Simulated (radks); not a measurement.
Question: Species: O II. Configuration: [He] 2s2 2p3. All-electron calculation, Dirac Kohn-Sham, exchange-only B88, spin-unpolarised, spherical densities, point nucleus; open shells fill j = l - 1/2 first. Program: a radial shooting solver on a logarithmic mesh with Libxc functionals. Some entries of the table are withheld. Estimate them.

orbital  occ.  eigenvalue (eV)  <r^2> (bohr^2)
1s1/2       2              (1)         0.05376
2s1/2       2         -38.5622           1.422
2p1/2       2         -23.4892             (2)
2p3/2       1         -23.4449             (3)

Answer: 
(1) 1s1/2 eigenvalue (eV): -533.1925
(2) 2p1/2 <r^2> (bohr^2): 1.587
(3) 2p3/2 <r^2> (bohr^2): 1.591
